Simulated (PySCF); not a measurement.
**Co+: excitation energy**

Co+ [Ar] 3d8 (3F) → Co+ [Ar] 3d7 4p1 (high-spin determinant), as a difference of total energies. Computed with PySCF 2.14 in ANO-RCC-VTZP (6s5p3d2f1g, 59 functions), with scalar relativity by spin-free X2C-1e. Correlated levels: valence and next inner shell: [Ne] frozen. The calculations carry no spin-orbit coupling.

```json
{"method": "UHF", "excitation energy (cm⁻¹)": "30789"}
{"method": "MP2 (valence and next inner shell)", "excitation energy (cm⁻¹)": "52175"}
{"method": "SCS-MP2 (valence and next inner shell)", "excitation energy (cm⁻¹)": "50714"}
{"method": "CCSD (valence and next inner shell)", "excitation energy (cm⁻¹)": "45170"}
{"method": "CCSD(T) (valence and next inner shell)", "excitation energy (cm⁻¹)": "45546"}
```

A first-order spin-orbit estimate (lowest level to lowest level, LS coupling) adds 0.013 eV.

The basis was made for the ground configuration and has no added diffuse functions, so the excitation energy can come out too high.

The determinant of the upper state mixes LS terms, which raises its energy above the lowest term, most at the Hartree-Fock and MP2 levels.
